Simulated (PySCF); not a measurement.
Excitations are Tamm–Dancoff values on a coarser integration grid. The basis has no diffuse functions, so Rydberg states are missing or too high.

Cartesian coordinates (Å):
```xyz
10

B      2.0271     0.2349    -0.6748
C      0.5995    -0.1597    -0.1468
O      0.5397    -0.9655     0.7503
O     -0.4693     0.4080    -0.7082
C     -1.7356     0.0026    -0.1785
H      2.6118     1.1164    -0.1419
H      2.5245    -0.4206    -1.5268
H     -2.4821     0.5532    -0.7418
H     -1.8708    -1.0701    -0.3053
H     -1.7958     0.2455     0.8810
```
Charge 0, spin multiplicity 1.

Problem. Give the S1 oscillator strength, total energy, HOMO, S1–T1 gap (TDA), HOMO–LUMO gap, T1 excitation (TDA), dipole moment and LUMO at the level M06-2X/def2-TZVP (PySCF).

Solution. 
- S1 oscillator strength = 0.018
- total energy = -6924.92 eV
- HOMO = -9.56 eV
- S1–T1 gap (TDA) = 0.67 eV
- HOMO–LUMO gap = 8.48 eV
- T1 excitation (TDA) = 4.34 eV
- dipole moment = 0.380 e·Å
- LUMO = -1.08 eV
